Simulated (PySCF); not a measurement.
# One molecule, several mistakes: AlBH3N2 cation

These are calculations, not measurements. They come from PySCF 2.14.0, an open-source quantum chemistry program, on an isolated molecule that a program drew, which may never have been made. The molecule is AlBH3N2 cation (charge +1, singlet), drawn as the SMILES string `N=B[NH][AlH+]`.

Each row is a Hartree-Fock (HF) and frozen-core CCSD(T) single point in the cc-pV(D+d)Z basis, meant for a local HF minimum. Run 1 is clean. Each other run has one planted mistake out of seven kinds, and not every kind appears here: one electron removed, one electron added, multiplicity raised by two, geometry at a saddle point, minimal basis STO-3G, one bond length entered in bohr, all coordinates scaled. The reference is restricted for singlets and unrestricted otherwise, and also for a bond in bohr. Adding or removing an electron swaps singlet and doublet. Electrons count all cores. HOMO and LUMO are orbital energies over both spins, the gradient is its largest component, and the lowest frequency (negative if imaginary) is given only where the gradient is small. Bond lengths are over the 6 bonds as drawn. T1 is the CCSD diagnostic: over 0.02 (restricted) or 0.045 (unrestricted) a single reference is doubtful.

Geometry of the clean run:
```xyz
7
AlBH3N2 cation, angstrom
N    -2.5188    0.0333   -0.6278
B    -1.8029    0.2254    0.3415
N    -0.8549    0.5164    1.3755
Al    0.6638    1.2689    1.0641
H    -3.1469   -0.1515   -1.3674
H    -1.1554    0.2419    2.2998
H     2.0173    1.9405    0.7834
```

| run | electrons | basis functions | <S^2> | HOMO (eV) | LUMO (eV) | gradient (hartree/bohr) | lowest frequency (cm^-1) | mean bond (Å) | longest bond (Å) | T1 | HF (hartree) | CCSD(T) (hartree) | mistake |
|---|---|---|---|---|---|---|---|---|---|---|---|---|---|
| 1 | 34 | 80 | 0.000 | -14.98 | -4.53 | 2.0e-05 | 100 | 1.3184 | 1.723 | 0.0180 | -377.04615 | -377.53634 | no fault |
| 2 | 35 | 80 | 0.763 | -5.53 | 1.03 | 5.5e-02 | - | 1.3184 | 1.723 | 0.0411 | -377.23004 | -377.72915 | one electron added |
| 3 | 34 | 27 | 0.000 | -12.79 | 0.86 | 7.0e-02 | - | 1.3184 | 1.723 | 0.0251 | -372.50150 | -372.73442 | minimal basis STO-3G |
| 4 | 34 | 80 | 2.032 | -10.24 | -6.48 | 1.6e-01 | - | 1.3184 | 1.723 | 0.0443 | -376.92722 | -377.38655 | multiplicity raised by two |
| 5 | 34 | 80 | 0.000 | -14.32 | -4.76 | 6.9e-02 | - | 1.4266 | 1.865 | 0.0231 | -376.99693 | -377.50980 | ? |
| 6 | 33 | 80 | 0.765 | -23.97 | -11.31 | 1.5e-01 | - | 1.3184 | 1.723 | 0.0289 | -376.57397 | -377.01187 | ? |

**Which mistake was planted in run 5, and what did it cost?**

The mean and the longest bond both change by the same factor, 1.082, and the gradient is no longer small. So the mistake is: all coordinates scaled. Subtracting run 1 and multiplying by 627.51 kcal/mol a hartree, the energy moved by 30.9 kcal/mol in HF and 16.7 kcal/mol in CCSD(T).

**Which mistake was planted in run 6, and what did it cost?**

It counts 33 electrons, one fewer than the clean run, at the same geometry and basis. So the mistake is: one electron removed. Subtracting run 1 and multiplying by 627.51 kcal/mol a hartree, the energy moved by 296.3 kcal/mol in HF and 329.1 kcal/mol in CCSD(T).

Cautions from the logs. Run 3: T1 is over the limit, so its CCSD(T) energy is less reliable; run 5: T1 is over the limit, so its CCSD(T) energy is less reliable.
